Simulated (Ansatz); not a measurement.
```yaml
crystal:
  periodic: [false, false, false]
  atoms:
    - {symbol: Cs, position_ang: [5.782330, 2.520285, 0.604795]}
    - {symbol: Cs, position_ang: [1.277846, -1.125407, 0.826939]}
    - {symbol: Cs, position_ang: [-3.857538, -1.984213, -0.318044]}
    - {symbol: H, position_ang: [-0.822530, 1.414104, -0.782019]}
    - {symbol: H, position_ang: [-1.045368, 0.725923, -0.572971]}
    - {symbol: H, position_ang: [-1.334739, -1.550702, 0.241301]}
basis:
  gaussian: {orbitals: def2-mTZVPP}
total_charge: 1
magnetization: {spin_polarized: true, initial_magnetization: 1}
hamiltonian: {xc: {name: r2SCAN0}, dispersion: d4}
scf: {omitted_lower_state_checks: [starts]}
```

```sh
$ ansatz run in.yaml --threads 4 --pin off --events-out ev --progress --plain --max-ram 3916MiB
```

Output, abridged:

```
Functional definition: r2SCAN0
1128 factors; their error is unknown
mean field evaluation 1: about -1679.5033 eV, gradient 2.2e1 eV
mean field evaluation 2: about -1655.2248 eV, gradient 3.4e1 eV
mean field evaluation 4: about -1688.6564 eV, gradient 3.1e0 eV
mean field evaluation 8: about -1688.8450 eV, gradient 1.4e-1 eV
mean field evaluation 16: about -1688.8477 eV, gradient 5.4e-4 eV
mean field -1688.84772450 eV, -62.0640091333 hartree, gradient 6.9e-5 eV, S^2 0.750250; 0 other end points of the search recorded, 0 dependent functions left out
reference -1688.84779515 eV, -62.0640117296 hartree; 15, 14 occupied and 87, 88 virtual orbitals, 1128 factors
Total energy: -1688.88573836 eV, -62.0654061167 hartree
Checks for a lower state left out: starts
```

It took 11 s on 4 threads of Arm Neoverse N1 on a shared host.

In the def2 sets Cs takes a core potential; there is no spin–orbit coupling.
